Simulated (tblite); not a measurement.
Species: C6H7O (doublet state).
Z-matrix (Å and degrees, GFN2-xTB geometry), rows numbered from 1:
```
C 
C   1  1.5366
C   2  1.5349  1  110.99
C   2  1.4467  1  112.24  3  -123.70
C   4  1.2577  2  151.42  1   -11.08
C   5  1.2939  4  162.47  2  -179.80
O   6  1.1760  5  169.16  4   178.92
H   1  1.0871  2  110.43  3  -178.82
H   1  1.0873  2  110.20  3    61.35
H   1  1.0877  2  110.05  3   -58.58
H   2  1.0989  1  108.68  3   118.93
H   3  1.0873  2  110.68  1   178.15
H   3  1.0874  2  110.06  1    57.87
H   3  1.0878  2  110.11  1   -61.81
```

Computed values, GFN2-xTB/tblite, gas phase, harmonic and unscaled. The method is semi-empirical: single wavenumbers can be off by several per cent or more. One conformer, not necessarily the lowest. Open shells enter through the occupations alone, without spin polarisation, and single modes of such species can be off by tens of per cent.

Harmonic wavenumbers (cm⁻¹): 57.7, 77.9, 176.1, 189.9, 228.2, 233.6, 264.4, 341.0, 414.2, 429.1, 524.1, 726.4, 914.1, 940.9, 976.0, 1050.1, 1117.0, 1137.5, 1206.2, 1254.9, 1299.2, 1396.0, 1410.8, 1485.7, 1490.5, 1496.0, 1501.3, 1899.4, 2249.7, 2885.5, 3030.7, 3037.8, 3039.8, 3044.8, 3045.2, 3047.7.

A = 7737, B = 1097, C = 1003 MHz; mass 95.050 u (most abundant isotopes); point group C1, symmetry number 1; spin multiplicity 2.

Q: Zero-point energy?

A: Half the sum of the wavenumbers: 23810 cm⁻¹ = 284.83 kJ/mol.

Q: Entropy at 200 K, 1 bar (ideal gas, RRHO, classical rotation)?

A: Translation 157.36, rotation 112.28, vibration 63.85, spin (R ln 2) 5.76: S = 339.2 J/(mol K).

Q: And Cp and H(200 K) − H(0)?

A: Cp = 103.12 J/(mol K), of which vibrations give 69.87 (their classical limit is 36 R = 299.3); H(200 K) − H(0) = 13.84 kJ/mol without the zero-point energy, 7.19 from vibrations.

Q: Which modes carry the vibrational entropy at 200 K?

A: 57.7 cm⁻¹: 15.68; 77.9 cm⁻¹: 13.24; 176.1 cm⁻¹: 6.88; 189.9 cm⁻¹: 6.34; 228.2 cm⁻¹: 5.07; 233.6 cm⁻¹: 4.91 J/(mol K); the other 30 give 11.73 together.

Q: How do the functions run with temperature in this model?

A: 
```tsv
T (K)	S (J/(mol K))	Cp (J/(mol K))	H − H(0) (kJ/mol)	G − H(0) (kJ/mol)	ln q(vib)
50	238.2	49.1	1.97	-9.94	0.34
100	279.1	71.4	4.99	-22.93	1.23
298.15	385.1	128.0	25.18	-89.62	5.43
373.15	415.8	146.7	35.49	-119.68	6.96
500	462.9	175.8	56.00	-175.47	9.42
750	543.1	219.7	105.78	-301.52	13.94
1000	610.6	249.7	164.69	-445.96	18.08
```

q(vib) and H(0) count from the zero-point level.

Hindered rotation and anharmonicity are outside this model. Other conformers, if any are populated, would add a mixing term that is left out. The structure is chiral; the term R ln 2 for an equal mix with its mirror image is left out.

Hardware: one thread of an Arm Neoverse N1, no GPU, shared host with 64 logical CPUs at a one-minute load of 61. Cost: 0.56 s. This covers the Hessian and the dipole derivatives.
